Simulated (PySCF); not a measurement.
Species: C6H13P2 (charge +1).
SMILES with atom numbers: `[CH3:1][C:2]1=[CH:3][CH2:4][P@+:5]([CH3:6])([PH2:7])[CH2:8]1` (hydrogens: H9, H10, H11 on C1; H12 on C3; H13, H14 on C4; H15, H16, H17 on C6; H18, H19 on P7; H20, H21 on C8)

The same species was optimised twice, with GFN2-xTB and with PBE0-D3(BJ)/def2-SVP (PySCF), and the same property calculations (PySCF, gas phase) were run on both structures.

| coordinate | GFN2-xTB | PBE0-D3(BJ)/def2-SVP | change |
| --- | --- | --- | --- |
| P5–P7 (Å) | 2.168 | 2.192 | +0.024 |
| C2=C3 (Å) | 1.325 | 1.344 | +0.019 |
| C4–P5 (Å) | 1.841 | 1.827 | -0.014 |
| P5–C6 (Å) | 1.814 | 1.802 | -0.012 |
| P5–C8 (Å) | 1.829 | 1.822 | -0.007 |
| C1–C2 (Å) | 1.487 | 1.489 | +0.002 |
| C3–C4 (Å) | 1.504 | 1.506 | +0.002 |
| C2–C8 (Å) | 1.516 | 1.517 | +0.001 |
| C2–C8–P5 (°) | 104.2 | 102.3 | -1.9 |
| C3–C4–P5 (°) | 103.1 | 101.2 | -1.9 |
| C6–P5–P7 (°) | 110.4 | 108.8 | -1.6 |
| C6–P5–C8 (°) | 108.5 | 109.4 | +0.9 |
| C1–C2–C8 (°) | 117.4 | 118.3 | +0.9 |
| C3–C2–C8 (°) | 116.5 | 115.8 | -0.7 |
| C4–P5–C8 (°) | 96.2 | 96.7 | +0.5 |
| P7–P5–C8 (°) | 111.8 | 112.3 | +0.5 |

Rotational constants: A = 2421, B = 877.3, C = 839.5 MHz (GFN2-xTB) against A = 2549, B = 860.6, C = 834.0 MHz (PBE0-D3(BJ)/def2-SVP). Point groups within 0.08 Å: C1 and C1.

On the GFN2-xTB structure: HOMO (eV) -11.25 [PBE0/pcSseg-1]; LUMO (eV) -4.88 [PBE0/pcSseg-1]; GIAO shielding of C1 (ppm) 165.6 [PBE0/pcSseg-1]; GIAO shielding of C2 (ppm) 39.7 [PBE0/pcSseg-1]; GIAO shielding of C3 (ppm) 60.0 [PBE0/pcSseg-1]; GIAO shielding of C4 (ppm) 142.0 [PBE0/pcSseg-1]; GIAO shielding of P5 (ppm) 296.0 [PBE0/pcSseg-1]; GIAO shielding of C6 (ppm) 173.3 [PBE0/pcSseg-1]; GIAO shielding of P7 (ppm) 537.3 [PBE0/pcSseg-1]; GIAO shielding of C8 (ppm) 146.0 [PBE0/pcSseg-1].

Task: What do these properties become on the PBE0-D3(BJ)/def2-SVP structure?

Result: 
```
                                    property          level  on GFN2-xTB  on PBE0-D3(BJ)/def2-SVP  change
                                   HOMO (eV)  PBE0/pcSseg-1       -11.25                   -11.26   -0.01
                                   LUMO (eV)  PBE0/pcSseg-1        -4.88                    -4.84   +0.04
energy, GFN2-xTB geometry as zero (kcal/mol)  PBE0/pcSseg-1          0.0                     -1.0    -1.0
                  GIAO shielding of C1 (ppm)  PBE0/pcSseg-1        165.6                    162.9    -2.7
                  GIAO shielding of C2 (ppm)  PBE0/pcSseg-1         39.7                     35.3    -4.4
                  GIAO shielding of C3 (ppm)  PBE0/pcSseg-1         60.0                     56.0    -4.0
                  GIAO shielding of C4 (ppm)  PBE0/pcSseg-1        142.0                    144.5    +2.5
                  GIAO shielding of P5 (ppm)  PBE0/pcSseg-1        296.0                    290.6    -5.4
                  GIAO shielding of C6 (ppm)  PBE0/pcSseg-1        173.3                    174.7    +1.4
                  GIAO shielding of P7 (ppm)  PBE0/pcSseg-1        537.3                    519.5   -17.8
                  GIAO shielding of C8 (ppm)  PBE0/pcSseg-1        146.0                    148.4    +2.4
```

The heavy atoms differ by 0.121 Å rms after alignment. Among bonds between heavy atoms P5–P7 changes most (+0.024 Å). Changes are differences of the printed values. Neither structure is proved a minimum here. The structure is a single PBE0-D3(BJ)/def2-SVP conformer in the gas phase; no vibrational or solvent corrections.
